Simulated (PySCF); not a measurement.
Computed shifts of a molecule C2H4BFO2, KT2/pcSseg-1 (PySCF), GIAO, gas phase, equivalent atoms averaged, in ppm (number of nuclei): ¹³C: 219.7 (1), 57.5 (1). ¹⁹F: -129.4 (1). ¹H: 11.13 (1), 4.68 (3). References: ¹³C against TMS (σ = 185.1 ppm); ¹⁷O against H2O (σ = 330.4 ppm); ¹¹B against BF3 (σ = 89.8 ppm); ¹⁹F against CFCl3 (σ = 127.1 ppm); ¹H against TMS (σ = 31.47 ppm), references at their B3LYP-D3(BJ)/def2-TZVP geometries, non-relativistic. Geometry: ωB97X-D3(BJ)/def2-SVP. The values are those of a single conformer.

Question: Which structure fits?
A. COB(F)C=O
B. FB1OCCO1
C. FB1COCO1
D. CB(F)OC=O

Answer: A, COB(F)C=O
